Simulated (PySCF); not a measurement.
## A small calculation by hand: entropy of an ideal gas

SnHCl3, SMILES [Cl][SnH]([Cl])[Cl].

Coordinates come from a B3LYP-D3(BJ)/def2-SVP optimisation. The def2 effective core potentials stand for the cores of Sn; spin–orbit coupling is left out.

PySCF 2.14.0 with B3LYP-D3(BJ)/def2-SVP gives the harmonic wavenumbers 109, 109, 128, 364, 387, 387, 557, 557, 1947 cm⁻¹ and the rotational temperatures 0.0811, 0.0811, 0.0478 K. The molar mass is 226.07 g/mol, the symmetry number 3, the spin multiplicity 1.

Question: Work out the entropy at 298.15 K and 1 atm in the rigid-rotor, harmonic-oscillator model.

Answer: 
Translation (Sackur–Tetrode at 1 atm): S = R[1.5 ln M + 2.5 ln T − 1.16487] = 176.4 J/(mol K).
Rotation: q = (√π/σ) T^1.5/√(θA θB θC) = 172000, S = R[ln q + 3/2] = 112.7 J/(mol K).
Vibration: with u = 1.4388 ν/T, each mode gives R[u/(e^u − 1) − ln(1 − e^−u)]:
```csv
ν (cm⁻¹),modes,u,S (J/(mol K))
109,2,0.53,27.50
128,1,0.62,12.45
364,1,1.76,4.62
387,2,1.87,8.47
557,2,2.69,4.43
1947,1,9.40,0.01
```
These are all the modes. Sum 57.5 J/(mol K).
Spin: R ln 1 = 0.0 J/(mol K).
Total 346.5 J/(mol K); the program's own thermochemistry gives 346.5. Translation makes up 51 % and vibration 17 %. Anharmonicity, hindered rotation and orbital degeneracy are left out.
